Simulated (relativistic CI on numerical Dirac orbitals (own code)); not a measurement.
## Level scheme of Rb35+

Method of calculation: Dirac-Coulomb-Breit CI, KLI orbitals optimised for each configuration, model QED (radiative potential, 1s self-energy scaled to tabulated hydrogen-like ionisation energies), unscaled Slater integrals (own radial code, finite nucleus).

CI space: 1s2, 1s 2s, 1s 2p, 1s 3s, 1s 3p, 1s 3d, 1s 4s, 1s 4p, 1s 4d, 1s 4f, 1s 5s, 1s 5p, 1s 5d, 1s 5f, 1s 5g, 1s 6s, 1s 6p, 1s 6d. Levels of other configurations are missing.

```tsv
No.	Configuration	Term	J	E (eV)	%	Landé g	Lifetime (s)	jj configuration (%)
1	1s2	1S	0	0.0	100			closed (100)
2	1s 2s	3S	1	13732.8	100	1.972	1.34e-10	1s 2s (100)
3	1s 2p	3P°	0	13778.9	100		1.48e-09	1s 2p1/2 (100)
4	1s 2p	3P°	1	13781.4	79	1.366	2.17e-15	1s 2p1/2 (98)
5	1s 2s	1S	0	13782.0	100			1s 2s (100)
6	1s 2p	3P°	2	13854.6	100	1.482	7.76e-12	1s 2p3/2 (100)
7	1s 2p	1P°	1	13879.0	79	1.105	5.92e-16	1s 2p3/2 (98)
8	1s 3s	3S	1	16291.9	100	1.975	7.61e-14	1s 3s (100)
9	1s 3p	3P°	0	16304.6	100		2.54e-14	1s 3p1/2 (100)
10	1s 3s	1S	0	16305.0	100		7.73e-14	1s 3s (100)
11	1s 3p	3P°	1	16305.3	78	1.366	6.00e-15	1s 3p1/2 (98)
12	1s 3p	3P°	2	16327.1	100	1.486	2.72e-14	1s 3p3/2 (100)
13	1s 3d	3D	2	16333.1	62	1.088	8.86e-15	1s 3d3/2 (100)
14	1s 3d	3D	1	16333.5	100	0.506	8.91e-15	1s 3d3/2 (100)
15	1s 3p	1P°	1	16333.9	78	1.115	2.00e-15	1s 3p3/2 (98)
16	1s 3d	3D	3	16340.6	100	1.323	9.14e-15	1s 3d5/2 (100)
17	1s 3d	1D	2	16341.2	62	1.067	9.09e-15	1s 3d5/2 (100)
18	1s 4s	3S	1	17178.6	100	1.976	1.12e-13	1s 4s (100)
19	1s 4p	3P°	0	17183.8	100		4.36e-14	1s 4p1/2 (100)
20	1s 4s	1S	0	17184.0	100		1.09e-13	1s 4s (100)
21	1s 4p	3P°	1	17184.1	78	1.366	1.32e-14	1s 4p1/2 (98)
22	1s 4p	3P°	2	17193.3	100	1.487	4.62e-14	1s 4p3/2 (100)
23	1s 4d	3D	2	17195.8	62	1.090	2.05e-14	1s 4d3/2 (100)
24	1s 4d	3D	1	17195.9	100	0.508	2.07e-14	1s 4d3/2 (100)
25	1s 4p	1P°	1	17196.1	78	1.118	4.68e-15	1s 4p3/2 (98)
26	1s 4d	3D	3	17199.0	100	1.324	2.13e-14	1s 4d5/2 (100)
27	1s 4f	3F°	3	17199.1	57	1.037	4.26e-14	1s 4f5/2 (100)
28	1s 4f	3F°	2	17199.2	100	0.672	4.26e-14	1s 4f5/2 (100)
29	1s 4d	1D	2	17199.2	62	1.068	2.10e-14	1s 4d5/2 (100)
30	1s 4f	3F°	4	17200.7	100	1.242	4.29e-14	1s 4f7/2 (100)
31	1s 4f	1F°	3	17200.8	57	1.040	4.29e-14	1s 4f7/2 (100)
32	1s 5s	3S	1	17586.4	100	1.977	1.77e-13	1s 5s (100)
33	1s 5p	3P°	0	17589.0	100		7.46e-14	1s 5p1/2 (100)
34	1s 5s	1S	0	17589.1	100		1.63e-13	1s 5s (100)
35	1s 5p	3P°	1	17589.2	78	1.366	2.50e-14	1s 5p1/2 (98)
36	1s 5p	3P°	2	17593.9	100	1.488	7.87e-14	1s 5p3/2 (100)
37	1s 5d	3D	2	17595.2	63	1.091	3.93e-14	1s 5d3/2 (100)
38	1s 5d	3D	1	17595.2	100	0.509	3.97e-14	1s 5d3/2 (100)
39	1s 5p	1P°	1	17595.3	78	1.120	9.10e-15	1s 5p3/2 (98)
40	1s 5d	3D	3	17596.8	100	1.325	4.10e-14	1s 5d5/2 (100)
41	1s 5f	3F°	3	17596.9	57	1.038	8.21e-14	1s 5f5/2 (100)
42	1s 5f	3F°	2	17596.9	100	0.672	8.21e-14	1s 5f5/2 (100)
43	1s 5d	1D	2	17596.9	63	1.069	4.02e-14	1s 5d5/2 (100)
44	1s 5f	3F°	4	17597.7	100	1.243	8.28e-14	1s 5f7/2 (100)
45	1s 5g	3G	4	17597.7	55	1.020	1.39e-13	1s 5g7/2 (100)
46	1s 5g	3G	3	17597.7	100	0.754	1.39e-13	1s 5g7/2 (100)
47	1s 5f	1F°	3	17597.7	57	1.041	8.28e-14	1s 5f7/2 (100)
48	1s 5g	3G	5	17598.2	100	1.194	1.39e-13	1s 5g9/2 (100)
49	1s 5g	1G	4	17598.2	55	1.026	1.39e-13	1s 5g9/2 (100)
50	1s 6s	3S	1	17807.0	100	1.977	2.75e-13	1s 6s (100)
51	1s 6p	3P°	0	17808.5	100		1.20e-13	1s 6p1/2 (100)
52	1s 6s	1S	0	17808.5	100		2.28e-13	1s 6s (100)
53	1s 6p	3P°	1	17808.6	78	1.366	4.21e-14	1s 6p1/2 (98)
54	1s 6p	3P°	2	17811.3	100	1.488	1.27e-13	1s 6p3/2 (100)
55	1s 6d	3D	2	17812.0	63	1.092	6.68e-14	1s 6d3/2 (100)
56	1s 6d	3D	1	17812.1	100	0.510	6.77e-14	1s 6d3/2 (100)
57	1s 6p	1P°	1	17812.1	78	1.120	1.55e-14	1s 6p3/2 (98)
58	1s 6d	3D	3	17812.9	100	1.325	7.01e-14	1s 6d5/2 (100)
59	1s 6d	1D	2	17813.0	63	1.069	6.81e-14	1s 6d5/2 (100)
```

Energies count from the lowest computed level; ° marks odd parity; lifetimes are radiative, by E1, M1, E2, M2 decay to levels of this space only; some are left blank where a channel outside the calculation adds to the decay or the decay crosses a small, uncertain gap. Filled j subshells are mostly left out of the jj labels.

The mean weight of the leading LS term, summed over parents, in these 59 levels is 87 %, and that of the leading jj configuration (from the same eigenvectors) 100 %, so jj coupling describes them better and the LS labels are nominal.

At this charge energies of transitions that change n are usually good to better than 1 %, and those within a shell (Δn = 0) to a few per cent.

LS names give the leading component of a level, which can be under half, so a name can repeat, a term be missing and a line seem to break the LS rules.
